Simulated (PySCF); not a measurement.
Species: CH2ClI.
Bonds: Cl1–C2, C2–I3. Hydrogens: H4, H5 on C2.

Computed by this run: PBE0-D3(BJ)/def2-SVP geometry optimisation, gas phase, def2 core potentials past Kr in PySCF 2.14.0; density fitting, grid level 1; the optimiser is geomeTRIC in internal coordinates, started from a GFN2-xTB structure with every atom displaced at random (about 0.01 Å).

Geometry at step 0:
```
atom  x, y, z in Å
Cl1    -1.2431    1.1600   -0.0221
C2     -0.1254   -0.1635    0.0000
I3      1.9183    0.4709   -0.0402
H4     -0.2332   -0.7219    0.9134
H5     -0.2831   -0.7795   -0.8890
```

**Question.** Give the atomic forces at this geometry.

**Answer.** 
| atom | Fx (eV/Å) | Fy (eV/Å) | Fz (eV/Å) |
| --- | --- | --- | --- |
| Cl1 | -0.516 | 0.432 | 0.027 |
| C2 | 0.294 | 0.143 | -0.529 |
| I3 | 0.342 | 0.006 | -0.038 |
| H4 | -0.149 | -0.442 | 0.531 |
| H5 | 0.028 | -0.139 | 0.009 |

The largest, 0.71 eV/Å, acts on H4; the rms over all components is 0.314 eV/Å. The forces sum to zero within rounding, as they must for an isolated molecule in no field.

**Question.** Give the force on H4 in Eh/bohr and in nN.

**Answer.** 0.706 eV/Å ÷ 51.422 = 0.01374 Eh/bohr, and 0.706 eV/Å × 1.602 = 1.13 nN.

**Question.** How far is this geometry from the end of the optimisation?

**Answer.** 0.021 eV above it, and 0.022 Å rms away after alignment. The bonds farthest from their final lengths, with half the difference of the two atoms' forces along the bond (positive lengthens):

```csv
bond,now (Å),final (Å),force along bond (eV/Å)
Cl1–C2,1.732,1.757,+0.37
C2–H4,1.076,1.095,+0.62
C2–I3,2.140,2.154,0.00
C2–H5,1.093,1.095,-0.12
```

The angle farthest from its final value is Cl1–C2–I3, 112.9° against 114.4°.

Of the 3 listed bonds off by 0.010 Å or more, this force points towards the final length in 2.

What follows is the cost of the whole optimisation. Hardware: one thread of an Arm Neoverse V1 (shared host). Cost: 8.9 s, 0.30 GiB resident at most.
